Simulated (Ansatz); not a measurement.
`BN([SiH3])[SiH2][SiH3]` + HCl → `BN([SiH3])[SiH2]Cl` + SiH₄ at 600 K and 1 bar (cleavage of the Si–Si bond).

Calculated with Ansatz (gas phase, PBE0-D4/def2-TZVP geometries, no zero-point term in ΔE). CBS: MP2 limit from def2 TZ/QZ plus the TZ coupled-cluster correction, frozen cores. This one scheme is used for every species. One conformer a species, not always the lowest.

| species | CCSD(T)/CBS energy (Eh) | H − E (kJ/mol) | S (J/(mol·K)) |
| --- | --- | --- | --- |
| `BN([SiH3])[SiH2][SiH3]` | -952.80471 | 338.8 | 545.9 |
| HCl | -460.38127 | 35.4 | 207.2 |
| `BN([SiH3])[SiH2]Cl` | -1121.76437 | 263.7 | 488.4 |
| SiH₄ | -291.46306 | 108.7 | 242.3 |

H − E and S are ideal-gas, rigid-rotor, harmonic terms from PBE0-D4/def2-TZVP, for one conformer and one mirror image of each species. 1 Eh = 2625.50 kJ/mol, R = 8.31446 J/(mol·K).

Question: By hand: ΔE, ΔH, ΔS and ΔG.

Answer: ΔE = (-1121.76437) + (-291.46306) − (-952.80471) − (-460.38127) = -0.04145 Eh = -108.8 kJ/mol. Δ(H − E) = 263.7 + 108.7 − 338.8 − 35.4 = -1.8, so ΔH = -110.6 kJ/mol. ΔS = 488.4 + 242.3 − 545.9 − 207.2 = -22.4 J/(mol·K). ΔG = -110.6 − 600 × (-22.4)/1000 = -97.2 kJ/mol.

Question: By hand: the equilibrium constant, and the temperature at which ΔG would vanish if ΔH and ΔS stayed fixed.

Answer: log₁₀ K = −ΔG/(RT ln 10) = 8.5. ΔG = 0 at ΔH/ΔS = 4938 K, far beyond where these terms or the molecules hold.

ΔH outweighs TΔS. A doubt of 5 kJ/mol in ΔE shifts log₁₀ K by 0.4 here. Other conformers and mirror images would add mixing entropy, several J/(mol·K) or more a flexible species. Modes under 60 cm⁻¹, often nearly free rotors, make the harmonic entropy too high. These are equilibria of isolated gas molecules and say nothing of rates. Largest T1 diagnostic: 0.013 (customary marks: 0.02 for closed shells, 0.045 for open ones).
